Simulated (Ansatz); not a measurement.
All numbers were calculated with Ansatz.

A structure relaxed at PBE0-D4/def2-TZVP, charge 0, multiplicity 1:

Cartesian coordinates in Å:
```
B 2.209 -1.346 1.466
Si 1.002 -1.121 -0.125
C -0.234 0.294 0.082
O -1.044 0.397 -1.064
C -1.982 1.433 -0.969
H 2.152 -0.655 2.442
H 3.036 -2.210 1.462
H 0.264 -2.399 -0.349
H 1.846 -0.873 -1.331
H 0.313 1.235 0.263
H -0.846 0.118 0.982
H -2.562 1.439 -1.893
H -1.491 2.408 -0.848
H -2.663 1.280 -0.120
```

Task: Give its formula and SMILES.

Result: C2H9BOSi, `B[SiH2]COC`.

Task: Point group (tolerance 0.08 Å, 0.16 Å for H)?

Result: Cs.

Task: Summarise the bond lengths by kind.

Result: 1 × B–Si 2.010 Å; 2 × B–H 1.197 Å; 1 × C–Si 1.891 Å; 2 × H–Si 1.492 Å; 2 × C–O 1.401 to 1.406 Å; 5 × C–H 1.091 to 1.103 Å.
